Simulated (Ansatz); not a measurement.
Species: MgO, net charge 0, singlet state. 
Structure (B3LYP-D3(BJ)/def2-TZVP (Ansatz, an electronic-structure program) minimum search):
```xyz
2

Mg     0.0000     0.0000    -0.6958
O      0.0000     0.0000     1.0436
```

### Question
Give the harmonic wavenumbers at B3LYP-D3(BJ)/def2-TZVP (Ansatz, finite differences of forces, unscaled).

### Answer
816 cm⁻¹. Zero-point energy 1.2 kcal/mol.

### Question
From these and the geometry, give the ideal-gas thermochemistry at 298.15 K and 1 atm (rigid rotor, harmonic oscillator).

### Answer
Point group C∞v, rotational symmetry number 1. Rotational constants 17.31, 17.31 GHz. S(trans) 37.01, S(rot) 13.68, S(vib) 0.20, S(elec, spin only) 0.00, S 50.9 cal/(mol K). H(298) - H(0) 2.12 kcal/mol; G - E(el) -11.9 kcal/mol.
